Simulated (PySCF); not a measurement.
## How methods differ on the excitation energy of He⁺

He⁺ 1s1 (2S) → He⁺ 2p1 (2P), as a difference of total energies. Computed with PySCF 2.14 in aug-cc-pV5Z (6s5p4d3f2g, 80 functions), with no relativity, point nucleus. The calculations carry no spin-orbit coupling.

```tsv
method	excitation energy (cm⁻¹)	error (cm⁻¹)
UHF	329910	+730
LDA	315620	-13561
PBE	322820	-6367
PBE0	324590	-4595
r2SCAN	325860	-3319
PBEsol	319380	-9802
PW91	323530	-5654
M06-2X	325600	-3585
r2SCANh	326270	-2909
```

Reference: 329180 cm⁻¹ (measured; NIST levels, between the centres of gravity of the two terms).
